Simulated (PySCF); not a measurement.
19F chemical shifts

Theoretical values (PySCF 2.14.0 with density-fitted response routines): PBE0/pcSseg-1 with gauge-including orbitals, GFN2-xTB structure. Averaged over atoms made equivalent by symmetry, fast rotation or ring inversion, relativity neglected, a single conformation, isolated molecule.

Shieldings were converted by a linear fit to measured shifts: 19F (scatter 6.0 ppm rms, 7.0 ppm with the 5 outliers that the fit left out vs CFCl3, solution or neat liquid, with a term for F on sp3 carbon). Occasional misses reach two or three times the rms, and more in compound classes unlike the fitted ones.

Q: Give the 19F shifts of `FC[C@H]1C[SiH2]CCO1`, `FC[C@H]1C[SiH2]CCO1`, `C=C[C@@](F)(CC)[SiH2]O`.

A: 
```json
{"compound": "FC[C@H]1C[SiH2]CCO1", "environment": "fluorine on an sp3 carbon", "δ (ppm)": "-231.0"}
{"compound": "FC[C@H]1C[SiH2]CCO1", "environment": "fluorine on an sp3 carbon", "δ (ppm)": "-231.0"}
{"compound": "C=C[C@@](F)(CC)[SiH2]O", "environment": "fluorine on an sp3 carbon", "δ (ppm)": "-204.1"}
```

Q: Order these by 19F shift, lowest first.
A. CS[SiH2]C1=CC[SiH2][C@H]1F
B. FC[Si@@H]([SiH3])[SiH2][SiH3]
C. C[SiH2]/C(=C\F)CCO
D. C=C(CF)[Si@@H]1C[C@@H]1N(C)C
E. C[C@@H]1COC[C@@H](F)[SiH2]1
F. C=C(F)[Si@@H]1C[C@@H]1N(C)CC

A: B (-252.4 ppm, fluorine on an sp3 carbon), D (-223.1 ppm, fluorine on an sp3 carbon), E (-212.2 ppm, fluorine on an sp3 carbon), A (-202.8 ppm, fluorine on an sp3 carbon), C (-103.9 ppm, vinylic fluorine), F (-94.5 ppm, vinylic fluorine).
